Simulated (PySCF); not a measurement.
Species: C4H12PSi2 (doublet state).
Z-matrix (Å and degrees, GFN2-xTB geometry), rows numbered from 1:
```
C 
Si  1  1.9025
C   2  1.9149  1  110.88
C   3  1.5273  2  109.26  1  -146.45
C   4  1.5275  3  111.26  2    57.34
Si  5  1.9350  4  107.72  3   -52.17
P   6  2.2580  2  117.49  1  -133.99
H   1  1.0844  2  111.06  3  -179.96
H   1  1.0851  2  110.98  3   -60.44
H   1  1.0852  2  111.66  3    59.75
H   2  1.4772  1  107.64  3   118.22
H   3  1.0915  2  110.20  1   -26.80
H   3  1.0899  2  112.19  1    91.90
H   4  1.0943  3  109.11  2   -63.17
H   4  1.0949  3  110.11  2   179.39
H   5  1.0912  4  110.01  3  -174.49
H   5  1.0914  4  109.08  3    68.31
H   7  1.3833  6   94.44  2    76.64
H   7  1.3843  6   95.06  2   169.28
```

The hyperfine couplings belong to this conformer and change with its torsions.

As a line formula: `C[Si@@H]1CCC[Si]1P` [radical].

Method: PySCF, UKS B3LYP, pcH-1 on C H P Si, non-relativistic, mean-field spin-orbit, GIAO. Isolated species at its GFN2-xTB geometry (one conformer only). Couplings are sensitive to structure, and on GFN2-xTB geometries they can be far from those on DFT ones, by a factor of two or more for some ions and for spin on atoms past the first row. Stability of the SCF solution: not tested.

(1) Where do the isotropic ENDOR lines of H11, H18/H19, H15, H17, H16, H12, H14 and P7 fall at 1212.8 mT, to first order?

(2) Which pairs are centred on the nuclear Larmor frequency, and which on half the coupling?

(3) At what field would the lower line of H17 fall to zero frequency?

Results:

(1) For S = 1/2 in fast tumbling each set of equivalent nuclei gives two lines, ν± = |νn ± a/2| to first order, with νn = g_N μN B/h and μN/h = 7.62259 MHz/T.

```csv
nuclei,isotope,g_N,νn (MHz),a_iso (MHz),lower line (MHz),upper line (MHz)
H11,1H,5.5857,51.64,29.48,36.90,66.38
H18/H19,1H,5.5857,51.64,23.13,40.07,63.20
H15,1H,5.5857,51.64,15.27,44.00,59.27
H17,1H,5.5857,51.64,13.30,44.99,58.29
H16,1H,5.5857,51.64,2.72,50.28,53.00
H12,1H,5.5857,51.64,1.22,51.03,52.25
H14,1H,5.5857,51.64,-0.63,51.32,51.95
P7,31P,2.2632,20.92,17.91,11.97,29.88
```

(2) Centred on νn, since |a| < 2νn: H11, H18/H19, H15, H17, H16, H12, H14 and P7. No pair has |a| > 2νn.

(3) Where νn = |a|/2, that is B = 6.65 MHz/(5.5857 × 7.62259 MHz/T) = 156 mT, as far as first order holds there.

Class means assume fast exchange of nuclei equivalent by connectivity; if that motion is slow, each nucleus keeps its own coupling. The 1H value of +23.1 MHz is a mean of couplings from 6.9 to 39.3 MHz in this one geometry, not an average over conformers.
